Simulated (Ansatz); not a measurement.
Consider the ligand exchange at the Al–Se bond: `[OH][Al]([OH])[SeH]` + HCl → `[OH][Al]([OH])[Cl]` + H₂Se.

Gas-phase electronic energies from Ansatz, PBE0-D4/def2-TZVP geometries. CCSD(T)/CBS adds triple-zeta CCSD(T) − MP2 to the extrapolated MP2 energy (def2 sets, frozen cores). This one scheme is used for every species. DFT in def2-TZVPP. For Se outer-core shells are correlated without core-valence functions, which leaves a few kJ/mol of doubt a bond. Scalar relativity is left out up to krypton. Each species was taken in one conformer, which may not be the lowest.

| level | ΔE (kJ/mol) | difference from CCSD(T)/CBS |
| --- | --- | --- |
| PBE-D4 | -42.2 | 2.5 |
| r2SCAN-D4 | -48.4 | -3.7 |
| B97M-V | -54.9 | -10.2 |
| r2SCANh-D4 | -48.3 | -3.6 |
| ωB97M-V | -49.2 | -4.5 |
| BLYP | -50.7 | -6.0 |
| BHLYP | -53.3 | -8.6 |
| RPA@PBE/def2-TZVPP | -45.4 | -0.7 |
| MP2/def2-SVP | -53.0 | -8.3 |
| CCSD/def2-SVP | -55.4 | -10.7 |
| CCSD(T)/def2-SVP | -54.1 | -9.4 |
| MP2/def2-TZVPP | -45.5 | -0.8 |
| CCSD/def2-TZVPP | -47.6 | -2.9 |
| CCSD(T)/def2-TZVPP | -46.0 | -1.3 |
| HF/CBS(def2) | -57.2 | -12.5 |
| MP2/CBS(def2) | -44.2 | 0.5 |
| CCSD(T)/CBS | -44.7 | 0 |

Largest T1 diagnostic among the species: 0.011.

Leaving LDA and LC-ωPBE aside and taking each functional with its dispersion term where it has one, the values spread over 12.7 kJ/mol, from B97M-V to PBE-D4. In def2-TZVPP, CCSD(T) changes the Hartree–Fock value by +10.9 kJ/mol (the triples alone add +1.6 kJ/mol) and MP2 by +11.4 kJ/mol.
